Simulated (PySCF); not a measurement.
Species: C₃Si (singlet state).
Bonds: C1–C2, C2–Si3, Si3–C4, C1–C4, C2–C4.

NICS = −σ at a ghost point: NICS(0) at the centroid of the ring atoms, NICS(1) 1 Å to either side along the normal of their mean plane, zz for the tensor component along that normal. Level: GIAO PBE0/pcSseg-1 (PySCF, non-relativistic, gas phase) on the PBE0-D3(BJ)/def2-SVP geometry, one conformer.

Ring bond lengths (Å), with Mayer bond orders in brackets: C1–C2 1.432 (1.14), C2–C4 1.456 (1.01), C4–C1 1.433 (1.14); C2–Si3 1.844 (0.94), Si3–C4 1.845 (0.94), C4–C2 1.456 (1.01).

Task: Give the NICS values of each ring in ppm.

Result: 
```
     ring                                              type  NICS(0)  NICS(1), two faces  NICS(1)zz, two faces  rms pucker (Å)  centre to ring atoms, mean (Å)
 C1–C2–C4    3-membered carbocycle; formal bonds all single     -8.6       -19.4 / -19.4         -38.7 / -38.7            0.00                            0.83
C2–Si3–C4  3-membered ring with Si; formal bonds all single     -6.0       -15.2 / -15.2         -34.6 / -34.6            0.00                            0.99
```

Task: What do they say, and how far can they be read as aromaticity?

Result: 
- C1–C2–C4: mean NICS(1)zz -38.7 ppm, shielded. NICS(0) lies 11 ppm above the mean NICS(1).
- C2–Si3–C4: mean NICS(1)zz -34.6 ppm, shielded. C1, outside the ring, lies 2.06 Å from a NICS(1) probe. NICS(0) lies 9 ppm above the mean NICS(1).

Task: At the second NICS(1) probe listed for ring C1–C2–C4, 1 Å off the ring, how large is the induced field along the normal in 9.4 T applied along it?

Result: NICSzz × B0 = -38.7 ppm × 9.4 T = -364 μT, against the applied field.

Task: List the ring angles and the Hirshfeld charges of the ring atoms.

Result: 
- C1–C2–C4: C1 61.1° (-0.096 e), C2 59.5° (-0.143 e), C4 59.4° (-0.143 e); sum 180.0° against 180° for a flat convex ring.
- C2–Si3–C4: C2 66.8° (-0.143 e), Si3 46.5° (+0.383 e), C4 66.7° (-0.143 e); sum 180.0° against 180° for a flat convex ring.

Task: How shielded are the nuclei of the rings and their hydrogens (means over atoms taken as equivalent)?

Result: 
```json
{"atoms": "C1", "environment": "carbon bonded to 2 C", "σ isotropic (ppm)": "-262.5", "principal values of the symmetric part, first atom (ppm)": "-632.5, -193.9, 39.0"}
{"atoms": "C2 (×2)", "environment": "carbon bonded to 2 C and Si", "σ isotropic (ppm)": "-123.5", "principal values of the symmetric part, first atom (ppm)": "-384.2, -215.2, 229.8"}
{"atoms": "Si3", "environment": "silicon bonded to 2 C", "σ isotropic (ppm)": "213.8", "principal values of the symmetric part, first atom (ppm)": "71.9, 244.3, 325.2"}
```

Task: How do the values depend on the level or the medium?

Result: 
```csv
level,"NICS(0), C1–C2–C4","mean NICS(1)zz, C1–C2–C4","NICS(0), C2–Si3–C4","mean NICS(1)zz, C2–Si3–C4"
"PBE0/pcSseg-1, gas",-8.6,-38.7,-6.0,-34.6
"WP04/pcSseg-2, gas",-12.4,-38.0,-8.6,-33.5
"PBE0/pcSseg-1, IEF-PCM benzene",-9.8,-39.3,-6.0,-34.3
"PBE0/pcSseg-1, IEF-PCM dimethylsulfoxide",-11.4,-39.8,-6.0,-33.9
```

The geometry is the same throughout; the continuum's cavity takes Bondi-type radii × 1.2.
